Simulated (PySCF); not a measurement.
FeO₃, SMILES [O]=[Fe](=[O])=[O], multiplicity 1.

Geometry: r2SCAN-D4/def2-SVP. The multiplicity is an assumed one; other spin states were not compared.

Calculation: r2SCAN-D4/def2-SVP run with PySCF.

Frequencies are harmonic and unscaled.

Modes within 1.5 cm⁻¹ of each other (mostly degenerate sets) share a row, with their intensities summed.

```tsv
mode	ν (cm⁻¹)	IR (km/mol)	Raman (Å⁴/amu)	depolarisation	moving atoms (share of kinetic energy)
1	117	18.0	0.0	–	O 54 %, Fe 46 %
2–3	351	1.9	11.5	0.75	O 85 %, Fe 15 %
4	966	0.0	23.4	0.11	O 100 %
5–6	1074	204.8	8.0	0.75	O 68 %, Fe 32 %
```
